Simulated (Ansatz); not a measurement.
ClFH$_{3}$OScSi (`[F][Sc]([Cl])[O][SiH3]`), relaxed with RKS PBE0-D4/def2-TZVP in Ansatz from a GFN2-xTB geometry. The force threshold is 0.005 eV/Å; the program also tests the step.

Charge 0, multiplicity 1.

Start:

```xyz
8

F    -1.392   -2.549    0.335
Sc   -0.152   -1.698   -0.607
Cl    0.727   -3.033   -2.142
O     0.189    0.051   -0.190
Si    0.160    1.515    0.512
H    -1.252    1.865    0.747
H     0.806    2.442   -0.430
H     0.915    1.408    1.774
```

Problem. How much energy does the relaxation release, and in how many steps? (Estimate.)

Solution. Ansatz gave: 22.40 kJ/mol, in 12 steps, 1 of them rejected.

Problem. Which bonds change most? (An estimate is asked.)

Solution. The calculation gave: Sc2–Cl3 from 2.216 to 2.305 Å; F1–Sc2 from 1.775 to 1.831 Å; Sc2–O4 from 1.830 to 1.863 Å; Si5–H7 from 1.471 to 1.486 Å.

Problem. Give the relaxed structure. (Best estimate.)

Solution. Ansatz gave: 
```xyz
8

F    -1.522   -2.826    0.370
Sc   -0.277   -1.825   -0.526
Cl    0.955   -2.710   -2.261
O    -0.033   -0.057    0.008
Si    0.172    1.496    0.490
H    -1.151    2.123    0.750
H     0.875    2.269   -0.567
H     0.981    1.529    1.737
```
